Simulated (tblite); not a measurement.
Compound: C3H5NOSi.
SMILES with atom numbers: `[N:1]#[C:2]/[CH:3]=[CH:4]\[O:5][SiH3:6]` (hydrogens: H7 on C3; H8 on C4; H9, H10, H11 on Si6)

Computed with GFN2-xTB (tblite), gas phase: Langevin dynamics at 600 K from the optimised GFN2-xTB geometry, time step 0.5 fs, friction 0.01 fs⁻¹, 2000 steps.

Start geometry:
```
atom  x, y, z in Å
N1     -1.158    2.429   -0.199
C2     -1.366    1.300   -0.159
C3     -1.668   -0.068   -0.121
C4     -0.769   -1.062   -0.077
O5      0.546   -0.981   -0.056
Si6     1.808    0.042    0.158
H7     -2.721   -0.310   -0.141
H8     -1.122   -2.091   -0.069
H9      2.393   -0.442    1.406
H10     2.621   -0.261   -1.013
H11     1.441    1.446    0.244
```

The statistics below take the 31 frames saved every 25 fs from 250 to 1000 fs; their kinetic temperature (all 3N coordinates) averages 621 K.

Question: Give the mean, spread and extremes of the bond lengths.

Answer: 
| bond | start (Å) | mean (Å) | standard deviation (Å) | shortest (Å) | longest (Å) |
| --- | --- | --- | --- | --- | --- |
| N1≡C2 | 1.148 | 1.152 | 0.021 | 1.124 | 1.199 |
| C2–C3 | 1.401 | 1.405 | 0.027 | 1.356 | 1.475 |
| C3=C4 | 1.341 | 1.347 | 0.036 | 1.277 | 1.421 |
| C4–O5 | 1.317 | 1.340 | 0.033 | 1.271 | 1.401 |
| O5–Si6 | 1.639 | 1.650 | 0.052 | 1.574 | 1.791 |
| C3–H7 | 1.080 | 1.091 | 0.039 | 1.020 | 1.183 |
| C4–H8 | 1.088 | 1.095 | 0.034 | 1.029 | 1.155 |
| Si6–H9 | 1.461 | 1.488 | 0.084 | 1.356 | 1.667 |
| Si6–H10 | 1.458 | 1.473 | 0.060 | 1.343 | 1.584 |
| Si6–H11 | 1.454 | 1.475 | 0.072 | 1.339 | 1.692 |

Question: Give the same statistics for bond angles, one of each kind among heavy atoms.

Answer: 
| angle | start (°) | mean (°) | standard deviation (°) | smallest (°) | largest (°) |
| --- | --- | --- | --- | --- | --- |
| N1–C2–C3 | 177.9 | 169.3 | 4.6 | 159.4 | 178.5 |
| C2–C3–C4 | 125.4 | 125.5 | 5.6 | 115.8 | 139.1 |
| C3–C4–O5 | 128.6 | 128.2 | 5.3 | 117.5 | 137.3 |
| C4–O5–Si6 | 144.0 | 141.4 | 8.1 | 122.7 | 155.4 |

Question: Follow the torsion C3–C4–O5–Si6 through every second one of these frames.

Answer: 
```json
{"t (fs)": "250", "C3–C4–O5–Si6 (°)": "-19"}
{"t (fs)": "300", "C3–C4–O5–Si6 (°)": "-6"}
{"t (fs)": "350", "C3–C4–O5–Si6 (°)": "-44"}
{"t (fs)": "400", "C3–C4–O5–Si6 (°)": "-35"}
{"t (fs)": "450", "C3–C4–O5–Si6 (°)": "10"}
{"t (fs)": "500", "C3–C4–O5–Si6 (°)": "11"}
{"t (fs)": "550", "C3–C4–O5–Si6 (°)": "-21"}
{"t (fs)": "600", "C3–C4–O5–Si6 (°)": "1"}
{"t (fs)": "650", "C3–C4–O5–Si6 (°)": "-13"}
{"t (fs)": "700", "C3–C4–O5–Si6 (°)": "-1"}
{"t (fs)": "750", "C3–C4–O5–Si6 (°)": "44"}
{"t (fs)": "800", "C3–C4–O5–Si6 (°)": "37"}
{"t (fs)": "850", "C3–C4–O5–Si6 (°)": "-1"}
{"t (fs)": "900", "C3–C4–O5–Si6 (°)": "-10"}
{"t (fs)": "950", "C3–C4–O5–Si6 (°)": "-12"}
{"t (fs)": "1000", "C3–C4–O5–Si6 (°)": "122"}
```

Largest departure from the start value over all these frames: C3–C4–O5–Si6 109° (start 13°).

Question: How widely does the potential energy scatter, against a harmonic estimate?

Answer: Mean 0.60 eV above the start, standard deviation 0.143 eV, range 0.27 to 0.90 eV. For 27 classical harmonic modes at 600 K the canonical values are 27kT/2 = 0.70 eV and kT·√(27/2) = 0.190 eV.

The run is classical and short, so these are rough statistics of one trajectory.

The cost below is that of the whole dynamics run. Hardware: one thread of an Intel Xeon 6975P-C (shared host). Cost: 6.5 s of wall time, 0.18 GiB resident at most.
